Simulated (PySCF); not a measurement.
**Correlation energy of Pd²⁺ (palladium, charge +2)**

[Kr] 4d7 5p1, one real determinant (an excited configuration). All numbers are calculated (PySCF 2.14, scalar relativity through the core potential, in aug-cc-pVDZ-PP with ECP28MDF (5s5p4d2f, 54 functions)). Frozen: 4s2 4p6; 8 electrons correlated.

| level | correlation energy (mhartree) |
| --- | --- |
| CCSD | -142.54 |
| (T) | -2.09 |
| CCSD(T) | -144.63 |

Diagnostics: T1 = 0.0086, D1 = 0.0258, largest double amplitude 0.055.

**Question.** Is a single reference adequate?

**Answer.** Yes, within this model without spin-orbit coupling: T1 lies below 0.03 and no double amplitude reaches 0.07.

The reference is one real determinant that mixes LS terms of this configuration.
